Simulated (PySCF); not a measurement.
3-methyl-2-pentanone, C6H12O.
Geometry (PBE0-D3(BJ)/def2-SVP, Å), atoms numbered from 1 in this order:
```
atom  x, y, z in Å
C1    -2.0492    0.8303   -0.5759
C2    -1.4465   -0.4191    0.0457
C3    -0.0045   -0.2375    0.5096
C4     0.5102   -1.4670    1.2628
C5     0.9280    0.0046   -0.6739
C6     2.0698    0.9634   -0.4563
O7     0.7627   -0.5656   -1.7261
H8    -2.0394    1.6772    0.1297
H9    -1.4946    1.1342   -1.4773
H10   -3.0941    0.6629   -0.8770
H11   -1.4638   -1.2440   -0.6850
H12   -2.0543   -0.7426    0.9073
H13    0.0574    0.6353    1.1845
H14   -0.1084   -1.6631    2.1516
H15    0.4693   -2.3545    0.6129
H16    1.5511   -1.3415    1.5993
H17    2.5783    0.7707    0.5008
H18    1.6641    1.9874   -0.3997
H19    2.7820    0.9024   -1.2886
```

Method used: TDDFT wB97X-D/def2-SVPD, vertical, gas phase, core orbitals frozen in the response in PySCF 2.14.0, density-fitted response routines.

Transition dipole moments from the ground state, in atomic units and in the frame of the coordinates above (overall signs are arbitrary), for the states with f of 0.002 or more among the lowest 8:

| state | E (eV) | μx | μy | μz |
| --- | --- | --- | --- | --- |
| S2 | 7.301 | -0.255 | -0.163 | 0.124 |
| S3 | 7.853 | 0.108 | -0.035 | 0.040 |
| S4 | 8.129 | -0.041 | 0.048 | 0.195 |
| S5 | 8.188 | 0.054 | -0.052 | 0.218 |
| S6 | 8.302 | 0.080 | 0.115 | -0.109 |
| S7 | 8.330 | -0.210 | -0.125 | 0.571 |
| S8 | 8.515 | 0.200 | 0.070 | -0.022 |

Work out the oscillator strengths.

f = (2/3) ΔE |μ|² with ΔE in hartree (27.2114 eV).

```tsv
state	|μ|² (au)	|μ| (D)	f
S2	0.107	0.83	0.019
S3	0.014	0.31	0.003
S4	0.042	0.52	0.008
S5	0.053	0.59	0.011
S6	0.031	0.45	0.006
S7	0.386	1.58	0.079
S8	0.045	0.54	0.009
```

Which bond between heavy atoms lies closest to the direction of the S7 transition dipole?

C3–C5, at 18° from it; next C5–O7 at 49°.

What angle do the transition dipoles of S2 and S7 make?

|cos θ| = |μa·μb| / (|μa| |μb|) = 0.71, so θ ≈ 44° (taken between 0 and 90°, since the signs are arbitrary).

What peak molar absorption coefficient would the strongest computed level give as a lone Gaussian band 0.3 eV wide at half height?

ε(max) = 2.175×10⁸ f / FWHM, with the width in cm⁻¹. S7: 2.175×10⁸ × 0.0787 / 2420 ≈ 7100 L mol⁻¹ cm⁻¹.

All these states lie below the vertical ionisation energy of 9.33 eV (ΔSCF).

One conformer stands for the species.
